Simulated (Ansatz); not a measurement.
Reaction (SMILES): [Ge]([F])([F])[F] → 3 F atom + Ge atom
B3LYP-D3(BJ)/def2-TZVP geometries, fixed; electronic energies without zero-point terms.
Largest species:
```
Ge
F 1 1.7346
F 1 1.7346 2 106.47
F 1 1.7346 2 106.47 3 -113.30
```
Charge 0, spin multiplicity 2.

Basis-set convergence of the atomisation energy at CCSD(T) with Ansatz (a quantum-chemistry and plane-wave program). Cartesian d functions, on some or all atoms, in 3-21G, 6-31G, 6-31G**; all else is spherical. Cores are frozen (with 3d on Ga to Br). Open shells are unrestricted. No added dispersion term, no relativity. Functions are those of the species that has most. Reference: Hartree-Fock in cc-pVQZ plus the correlation part extrapolated as X^-3 from cc-pVTZ and cc-pVQZ, 338.19 kcal/mol, itself unsure by roughly 3.20 kcal/mol (a third of the extrapolation step and of the last Hartree-Fock step). Deviations are taken from unrounded values.

```tsv
basis	functions	atomisation energy (kcal/mol)	minus reference (kcal/mol)
STO-3G	33	220.05	-118.15
pcseg-0	49	274.67	-63.52
3-21G	50	290.16	-48.03
6-31G	56	267.65	-70.55
cc-pVDZ	69	287.02	-51.17
pcseg-1	69	292.15	-46.05
def2-SVP	74	301.71	-36.48
6-31G**	80	307.69	-30.50
aug-cc-pVDZ	105	311.52	-26.67
aug-pcseg-1	105	312.15	-26.05
def2-SVPD	107	313.52	-24.67
cc-pVTZ	133	321.47	-16.73
pcseg-2	133	324.42	-13.77
def2-TZVPP	141	324.01	-14.18
def2-TZVPPD	174	326.47	-11.73
aug-cc-pVTZ	197	328.46	-9.74
aug-pcseg-2	197	328.82	-9.37
cc-pVQZ	233	333.00	-5.19
```
